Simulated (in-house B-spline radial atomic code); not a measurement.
**Ionising P¹⁰⁺ with different functionals**

Computed with an all-electron radial atomic-structure program (B-spline basis): four-component Dirac-Coulomb Hamiltonian, Fermi nucleus of rms radius 3.1889 fm, spin-restricted, spherical fractional occupations for the functionals. The ionisation energy is the difference of two self-consistent energies, [He] 2s2 2p1 → [He] 2s2, without Breit or QED terms; ε is the level of the shell that loses the electron (mean over j). The electron is taken from both j subshells in proportion to 2j + 1, so the result is a j average, not the step between ground levels.

Hybrids are left out here: with spherical fractional occupations of an open shell their exact exchange keeps a self-interaction that integer-occupation calculations don't have.

```tsv
method	rung	ΔSCF (eV)	-ε(2p) (eV)
LDA VWN5	LDA	?	?
relativistic LDA	LDA	476.96	448.74
LDA PW92	LDA	?	?
LDA exchange-only	LDA	474.64	446.41
PBE	GGA	477.37	449.06
PBEsol	GGA	476.64	448.47
BLYP	GGA	477.74	449.43
RPBE	GGA	476.98	448.78
PW91	GGA	477.72	449.44
BP86	GGA	477.41	449.20
AM05	GGA	476.28	448.19
OLYP	GGA	476.60	448.72
```

Q: What does LDA VWN5 give?

A: ΔSCF 477.03 eV, and -ε(2p) = 448.81 eV.

Q: What does LDA PW92 give?

A: ΔSCF 477.01 eV, and -ε(2p) = 448.80 eV.

Q: How do they compare with the NIST value?

A: NIST lists 479.44 eV ± 0.05 (semi-empirical, ground level to ground level). Errors run from -4.80 to -1.70 eV. The correlated functionals all miss on the same side by more than they spread, so the cause is common to them (Breit-QED terms, spin polarisation, the choice among j levels, multiplet and fine-structure energies, or a listed next ion that isn't the cheapest removal here) and closeness doesn't rank the functionals.
